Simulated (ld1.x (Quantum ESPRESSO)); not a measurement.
# An all-electron radial function and its pseudo partner (B)

Columns: radius, all-electron u(r) and pseudo u(r) of the 2p shell (level -8.20 eV) of boron in the configuration [He] 2s2 2p0.5; LDA (PZ), scalar-relativistic, ultrasoft scheme, ld1.x (Quantum ESPRESSO) 7.5.

```csv
r (bohr),all-electron,pseudo
0.115,0.0391,0.0094
0.230,0.1217,0.0370
0.345,0.2172,0.0811
0.460,0.3109,0.1386
0.575,0.3957,0.2061
0.690,0.4688,0.2793
0.805,0.5296,0.3539
0.920,0.5783,0.4258
1.035,0.6155,0.4913
1.150,0.6422,0.5475
1.265,0.6594,0.5923
1.380,0.6683,0.6248
1.495,0.6702,0.6449
1.610,0.6660,0.6535
1.725,0.6569,0.6522
1.840,0.6437,0.6429
1.955,0.6273,0.6278
2.070,0.6084,0.6088
2.185,0.5875,0.5876
2.300,0.5652,0.5652
2.415,0.5420,0.5420
2.530,0.5181,0.5181
2.645,0.4940,0.4940
2.760,0.4698,0.4698
2.875,0.4458,0.4458
2.990,0.4222,0.4222
```

Q: How many radial nodes do the two functions have?

A: The all-electron 2p function has n − l − 1 = 0; the pseudo-wave has 0.

Q: At about which radius was the pseudo-wave matched?

A: 2.30 bohr. The columns agree to 0.0005 from 2.07 bohr on; several derivatives are matched, so the curves merge somewhat inside the radius.

Q: Where does each function peak?

A: Outermost all-electron maximum near 1.50 bohr, pseudo maximum near 1.61 bohr (to the table’s step).

Q: Is the pseudo-wave norm-conserving?

A: No, it belongs to an ultrasoft set: the norm inside the radius is not constrained, and the difference is carried by the augmentation charge.
